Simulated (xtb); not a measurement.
B(F)(Cl)(OH) (BClFHO), SMILES OB(Cl)F. All values are semi-empirical tight-binding results from xtb (GFN2-xTB unless named), good for trends rather than for accurate numbers. The structure is a stationary point at GFN2-xTB. One conformer was computed; it need not be the lowest.

Optimised geometry:

```xyz
5

B     -0.0053    -0.4055     0.0000
F     -1.1995    -1.0049     0.0000
Cl     0.0564     1.3051     0.0000
O      1.1053    -1.1289     0.0000
H      1.0206    -2.0845     0.0000
```

**Question.** Estimate the properties. (An estimate is asked for; the answer gives what the named calculation found.)

**Answer.** 
```
Item                                           Result
--------------------------------------  -------------
point group as xtb finds it                        Cs
orbital gap                                   6.04 eV
dipole moment                                  3.07 D
zero-point energy                       13.2 kcal/mol
G − E(el) at 298.15 K (modified RRHO)   -4.0 kcal/mol
static polarisability (D4 model)           35.9 bohr³
solvation energy, GFN2-xTB/ALPB(water)  -6.9 kcal/mol
solvation energy, GFN2-xTB/ALPB(dmf)    -7.6 kcal/mol
```

Computed atomic charges and the Wiberg bond orders between heavy atoms:
charges (e) B1 0.57, F2 -0.29, Cl3 -0.21, O4 -0.42, H5 0.34. Bond orders B1–F2 1.01, B1–Cl3 1.07, B1–O4 1.26.
